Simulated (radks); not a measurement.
Results of a calculation; reference values are marked as such.
Task: Ionisation of Fe3+, [Ar] 3d5, to Fe4+, [Ar] 3d4, under several functionals. Scalar-relativistic Kohn-Sham, spin-unpolarised, spherical densities, point nucleus; a radial shooting solver on a logarithmic mesh with Libxc functionals. Known Delta-SCF values: HCTH/407 53.811 eV. What does BLYP give, and what is its highest occupied eigenvalue?

Result: 53.060 eV by Delta-SCF; the 3d eigenvalue is -43.200 eV. NIST: 54.91 eV (measured).

Beside tabulated values, note that spin-unpolarised runs miss the spin-polarisation part of the exchange energy of open shells.
